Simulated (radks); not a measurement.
Radial electron density D(r) = 4 pi r^2 rho(r) of an atom or ion with 1 electrons. Calculated with a radial shooting solver on a logarithmic mesh with Libxc functionals: non-relativistic Kohn-Sham, exchange-only LDA, spin-polarised, spherical densities, point nucleus.

```
   r/bohr * D(r) (the largest magnitude, 0.823, reaches the edge; | marks zero)
  0.03706 | *
  0.04491 |  *
  0.05485 |   *
  0.06646 |     *
  0.08053 |       *
  0.09836 |          *
   0.1192 |              *
   0.1456 |                   *
   0.1764 |                         *
   0.2154 |                               *
    0.261 |                                       *
   0.3163 |                                              *
   0.3863 |                                                   *
   0.4681 |                                                      *
   0.5717 |                                                     *
   0.6927 |                                               *
   0.8394 |                                      *
    1.025 |                           *
    1.242 |                *
    1.517 |         *
    1.838 |     *
    2.228 |    *
    2.721 |    *
    3.297 |    *
    4.026 |   *
    4.879 | *
    5.959 |*
     7.22 *
    8.748 *
```

What is the nuclear charge?

Answer. Z = 2. The innermost maximum, from 1s, lies near 1/Z = 0.5 bohr (found: 0.491), and its height grows with Z. The density is that of the helium ion He+ in 1s0.75 2s0.25; the configuration itself is not fixed sharply by these data. D(r) has 2 maxima, at r = 0.491, 2.85 bohr, and minima at 2.25 bohr, inside which lie 0.79 electrons.
